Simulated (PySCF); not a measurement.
The first ionisation energy along group 8

Calculated with PySCF 2.14 from differences of total energies of unrestricted determinants, without spin-orbit coupling. Values in eV. The last column holds reference values (NIST; (s) semi-empirical, (t) theoretical, else measured). Unmarked ones compare directly (S terms, centres of terms, or small fine structure); those marked * lie between the lowest fine-structure levels and include a spin-orbit shift.

```tsv
element	configurations	UHF	LDA	PBE0	SCS-MP2 (valence)	MP2 (valence and next inner shell)	SCS-MP2 (valence and next inner shell)	reference
Fe (aug-cc-pwCVTZ, non-relativistic)	[Ar] 3d6 4s2 → [Ar] 3d6 4s1	6.362	8.027	7.537	7.643	7.555	7.657	7.904
Ru (aug-cc-pwCVTZ-PP with ECP28MDF, ECP)	[Kr] 4d7 5s1 → [Kr] 4d7	6.290	8.111	7.516	6.905	7.429	7.123	7.365
Os (aug-cc-pwCVTZ-PP with ECP60MDF, ECP)	[Xe] 4f14 5d6 6s2 → [Xe] 4f14 5d6 6s1	6.516	8.764	8.050	8.321	8.306	8.415	8.473
```

**Question.** Which of these methods has the smallest mean absolute error against the measured values here?

**Answer.** SCS-MP2 (valence and next inner shell), with 0.183 eV.

| method | elements | mean error (eV) | mean absolute error (eV) | largest error (eV) |
| --- | --- | --- | --- | --- |
| UHF | 3 | -1.525 | 1.525 | -1.957 |
| LDA | 3 | 0.387 | 0.387 | 0.747 |
| PBE0 | 3 | -0.213 | 0.314 | -0.424 |
| SCS-MP2 (valence) | 3 | -0.291 | 0.291 | -0.460 |
| MP2 (valence and next inner shell) | 3 | -0.151 | 0.194 | -0.349 |
| SCS-MP2 (valence and next inner shell) | 3 | -0.183 | 0.183 | -0.248 |

Errors include the incompleteness of the basis and the frozen core.

"Valence" correlates the outer s and p shells and, in groups 3 to 12 and the f block, the outer d or f shell, open or full, or the next shell where the ion has no valence electron left; the wider scheme adds the next inner shell.
